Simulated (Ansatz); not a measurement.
Total energies of Si4 from Ansatz at PBE-D4/def2-TZVP, gas phase (1 Eh = 27.2114 eV = 2625.5 kJ/mol). The reference geometry is relaxed at r2SCAN-D4/def2-TZVP.

```xyz
4

Si    0.8618   -1.4382    1.0548
Si   -0.8583    1.4402   -1.0549
Si   -0.2918    0.5666    1.0109
Si    0.2883   -0.5686   -1.0108
```

```json
{"state": "charge 0 singlet", "geometry": "reference", "energy (Eh)": "-1157.36137"}
{"state": "charge 1 doublet", "geometry": "reference", "energy (Eh)": "-1157.06734"}
{"state": "charge 1 doublet", "geometry": "relaxed at r2SCAN-D4/def2-TZVP", "energy (Eh)": "-1157.07804"}
{"state": "charge 0 triplet", "geometry": "relaxed at r2SCAN-D4/def2-TZVP", "energy (Eh)": "-1157.33758"}
{"state": "charge 0 quintet", "geometry": "relaxed at r2SCAN-D4/def2-TZVP", "energy (Eh)": "-1157.26399"}
{"state": "free Si atom (triplet)", "geometry": "–", "energy (Eh)": "-289.22285"}
```

(1) Work out the vertical ionisation energy to the doublet.

(2) How much does the charge 1 doublet relax, and what is the adiabatic ionisation energy?

(3) Which of the charge 0 states is lowest, and how far above it are the others?

(4) What is the binding energy per atom against free atoms?

(1) E(charge 1 doublet) − E(charge 0 singlet) = -1157.06734 − (-1157.36137) = 0.29403 Eh = 8.00 eV. For comparison, −ε of the highest occupied level is 5.48 eV at this level, 2.52 eV less.

(2) Relaxation: -1157.06734 − (-1157.07804) = 0.01070 Eh = 0.29 eV. Adiabatic ionisation energy: 0.28333 Eh = 7.71 eV, without zero-point energy. 

(3) The singlet. triplet: -1157.33758 − (-1157.36137) = 0.02379 Eh = 62.5 kJ/mol; quintet: -1157.26399 − (-1157.36137) = 0.09738 Eh = 255.7 kJ/mol.

(4) Atoms: 4 × (-289.22285) = -1156.89140 Eh. Binding: -1156.89140 − (-1157.36137) = 0.46997 Eh = 12.79 eV, or 3.20 eV for each of 4 atoms (no zero-point energy, no counterpoise term).

The structure comes from a short search, and lower isomers may exist.
